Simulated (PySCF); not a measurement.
## Mayer bond orders and bond lengths

Compound: C4H5FN2Si.
Numbering: `[H]/[N:8]=[C:7]1/[C@@:3]([C:2]#[N:1])([F:4])[SiH2:5][CH2:6]1` (hydrogens: H9, H10 on Si5; H11, H12 on C6; H13 on N8)

Geometry (GFN2-xTB, Å), atoms numbered from 1 in this order:
```xyz
13
C4H5FN2Si angstrom
N     -1.884    1.660    1.696
C     -1.176    1.398    0.835
C     -0.332    0.977   -0.242
F     -0.031    2.030   -1.081
Si    -0.959   -0.709   -1.033
C      0.444   -1.222    0.159
C      0.881    0.228    0.294
N      1.949    0.772    0.631
H     -2.327   -1.061   -0.686
H     -0.615   -0.745   -2.447
H      1.246   -1.877   -0.179
H      0.095   -1.606    1.119
H      2.704    0.155    0.917
```

Bond orders from the PBE0/pcSseg-1 density (PySCF). The structure is a single GFN2-xTB conformer in the gas phase; no vibrational or solvent corrections.

Problem. Where do the orders between heavy atoms depart from those drawn in the SMILES?

Solution. The largest departure is 0.196, at C3–Si5 (drawn single, 0.804). Drawn single, order below 0.88: C3–Si5 (0.804) and C7–C3 (0.852).

Problem. Set the Mayer orders of the bonds beside their lengths.

Solution. 
| bond | drawn as | length (Å) | Mayer order |
| --- | --- | --- | --- |
| N1–C2 | triple | 1.145 | 3.009 |
| C2–C3 | single | 1.432 | 0.956 |
| C3–F4 | single | 1.380 | 0.893 |
| C3–Si5 | single | 1.965 | 0.804 |
| Si5–C6 | single | 1.911 | 0.922 |
| C6–C7 | single | 1.520 | 0.942 |
| C7–N8 | double | 1.245 | 2.143 |
| C7–C3 | single | 1.523 | 0.852 |
| Si5–H9 | single | 1.455 | 0.944 |
| Si5–H10 | single | 1.456 | 0.952 |
| C6–H11 | single | 1.089 | 0.938 |
| C6–H12 | single | 1.091 | 0.916 |
| N8–H13 | single | 1.017 | 0.926 |

Bonds between the same two heavy elements. C–N: lowest C7–N8 (2.143, 1.245 Å), highest N1–C2 (3.009, 1.145 Å). C–C: lowest C7–C3 (0.852, 1.523 Å), highest C2–C3 (0.956, 1.432 Å). C–Si: lowest C3–Si5 (0.804, 1.965 Å), highest Si5–C6 (0.922, 1.911 Å).

Problem. Sum the orders of all bonds at each heavy atom with more than one neighbour and set the sums beside the valence in the SMILES.

Solution. C2 3.965 (drawn 4), C3 3.505 (drawn 4), Si5 3.622 (drawn 4), C6 3.718 (drawn 4), C7 3.937 (drawn 4), N8 3.069 (drawn 3). Orders between atoms that aren't bonded are not in these sums.

The Mayer order sums products of elements of PS (density times overlap matrix) between the two atoms' basis functions, so it depends on the basis set.
